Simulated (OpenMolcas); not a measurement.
Zr II.

```
Program             : OpenMolcas 26.06
Basis               : ANO-RCC-VTZP [7s6p4d2f1g]
Scalar Hamiltonian  : DKH2, point nucleus
Active space        : 3 electrons in 11 orbitals (4d 5s 5d)
State averaging     : 2S+1 = 4 even, 20 roots; 2S+1 = 2 even, 49 roots kept (CI in the orbitals of an earlier block)
Spin-orbit coupling : state interaction with AMFI integrals over the reference wave functions, term energies averaged over their components
```

Two sets of levels on these reference wave functions, in cm⁻¹ above 4d² 5s ⁴F_3/2: one from CASSCF and one from MS-CASPT2, IPEA 0.25 Eh, imaginary shift 0.1 Eh (closed shells correlated: 4s 4p).

```
           Level  Set 1  Set 2
   4d² 5s ⁴F_3/2    0.0    0.0
   4d² 5s ⁴F_5/2    334    333
   4d² 5s ⁴F_7/2    808    801
   4d² 5s ⁴F_9/2   1399   1390
      4d³ ⁴F_3/2   2960   2900
      4d³ ⁴F_5/2   3310   3210
      4d³ ⁴F_7/2   3730   3620
      4d³ ⁴F_9/2   4210   4100
4d² 5s ²D_3/2(1)   4290   5620
4d² 5s ²D_5/2(1)   4570   6000
      4d³ ²P_1/2   6050   6710
      4d³ ²P_3/2   6470   7200
   4d² 5s ²F_5/2   5790   7880
   4d² 5s ²F_7/2   6490   8610
   4d² 5s ⁴P_1/2   7860   9330
      4d³ ²G_7/2   8510   9500
```

Problem. Which set is which?

Solution. Set 1 is MS-CASPT2. Its levels of the other terms of 4d² 5s lie at 0.73 to 0.84 of the other set's values, as expected, since terms of lower spin or lower L gain more correlation energy than the Hund ground term. Against 9 measured levels (NIST Handbook of Basic Atomic Spectroscopic Data) the mean absolute deviation is 210 cm-1 with it and 630 cm-1 without; single levels miss by up to 450 cm-1 with it.

CASPT2 breaks the degeneracy within a term, and the mean is taken; among the terms shown or strongly mixed into the levels shown the widest spread is 820 cm-1 (4d³ ⁴F, MS-CASPT2). Terms from blocks run as CI alone lack orbitals of their own. Active for correlation alone: 5d; no level in the range computed is led by a configuration that fills it, so any true level of that kind is missing. Without dynamic correlation excited terms often stand tens of per cent too high (terms of higher spin than the ground term too low), and those without a measured partner can miss by more than the paired ones (holds for CASSCF). Some levels mix across a computed gap that differs much from the measured one, so their mixing is not that of the real levels (holds for CASSCF). The CASPT2 spread within a term exceeds the gap to the next term for 4d³ ⁴F and 4d² 5s ²D(1), 4d² 5s ²F and 4d³ ²P, so the order of their levels is uncertain, and so are names and mixing where such terms share a J (holds for MS-CASPT2). Measured partners are found by configuration, term and J. A level has none where our copy of the source lacks it or the pairing is in doubt (some pairs that miss far off the trend of their configuration count as doubtful), and it then counts in no deviation. Levels of configurations outside the active space are missing. The table leaves out levels that lie high or whose names do not pair safely across all columns.

A number in round brackets counts repeated terms of one configuration in the order of the reference energies.
